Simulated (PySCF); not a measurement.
Isomers of C3H17NSi4, mass 179.044 u with the commonest isotopes. The calculation used PBE0/pcSseg-1 in PySCF (dipole) on a GFN2-xTB geometry, gas phase. One conformer each, none proved a minimum here; rigid rotors.

Question: Order these by dipole moment, smallest first.
A. `[CH3:1][CH2:2][Si:3]([SiH3:4])([SiH3:5])[CH2:6][NH:7][SiH3:8]` with C1–C2–Si3–Si4 -59°, C2–Si3–C6–N7 -67°, Si3–C6–N7–Si8 -142°
B. `[CH3:1][SiH2:2][Si:3]([SiH3:4])([SiH3:5])[N:6]([CH3:7])[CH3:8]` with C1–Si2–Si3–Si4 49°, Si2–Si3–N6–C7 46°
C. `[CH3:1][SiH2:2][CH2:3][Si@@H:4]([NH:5][SiH3:6])[SiH2:7][CH3:8]` with C1–Si2–C3–Si4 -166°, Si2–C3–Si4–N5 -53°, C3–Si4–N5–Si6 173°, C3–Si4–Si7–C8 100°

Answer: B (0.90 D), C (1.43 D), A (1.57 D).

Question: Order these by rotational constant C, largest first.
A. `[CH3:1][SiH2:2][Si:3]([SiH3:4])([SiH3:5])[N:6]([CH3:7])[CH3:8]` with C1–Si2–Si3–Si4 49°, Si2–Si3–N6–C7 46°
B. `[CH3:1][CH2:2][Si:3]([SiH3:4])([SiH3:5])[CH2:6][NH:7][SiH3:8]` with C1–C2–Si3–Si4 -59°, C2–Si3–C6–N7 -67°, Si3–C6–N7–Si8 -142°
C. `[CH3:1][SiH2:2][CH2:3][Si@@H:4]([NH:5][SiH3:6])[SiH2:7][CH3:8]` with C1–Si2–C3–Si4 -166°, Si2–C3–Si4–N5 -53°, C3–Si4–N5–Si6 173°, C3–Si4–Si7–C8 100°

Answer: A (660.3 MHz), B (481.7 MHz), C (407.3 MHz).

Question: Order these by out-of-plane moment Σ m c² = (Ia + Ib − Ic)/2, largest first.
A. `[CH3:1][SiH2:2][CH2:3][Si@@H:4]([NH:5][SiH3:6])[SiH2:7][CH3:8]` with C1–Si2–C3–Si4 -166°, Si2–C3–Si4–N5 -53°, C3–Si4–N5–Si6 173°, C3–Si4–Si7–C8 100°
B. `[CH3:1][CH2:2][Si:3]([SiH3:4])([SiH3:5])[CH2:6][NH:7][SiH3:8]` with C1–C2–Si3–Si4 -59°, C2–Si3–C6–N7 -67°, Si3–C6–N7–Si8 -142°
C. `[CH3:1][SiH2:2][Si:3]([SiH3:4])([SiH3:5])[N:6]([CH3:7])[CH3:8]` with C1–Si2–Si3–Si4 49°, Si2–Si3–N6–C7 46°

Answer: C (253.46 u·Å²), B (189.77 u·Å²), A (79.56 u·Å²).

| SMILES | point group | Ia (u·Å²) | Ib (u·Å²) | Ic (u·Å²) | κ | μa (D) | μb (D) | μc (D) |
| --- | --- | --- | --- | --- | --- | --- | --- | --- |
| C[SiH2][Si]([SiH3])([SiH3])N(C)C | C1 | 551.65 | 720.68 | 765.41 | -0.68 | 0.51 | 0.58 | 0.46 |
| C[SiH2]C[Si@@H](N[SiH3])[SiH2]C | C1 | 527.39 | 872.47 | 1240.75 | -0.38 | 1.23 | 0.24 | 0.69 |
| CC[Si]([SiH3])([SiH3])CN[SiH3] | C1 | 430.93 | 997.74 | 1049.14 | -0.93 | 0.01 | 0.17 | 1.56 |
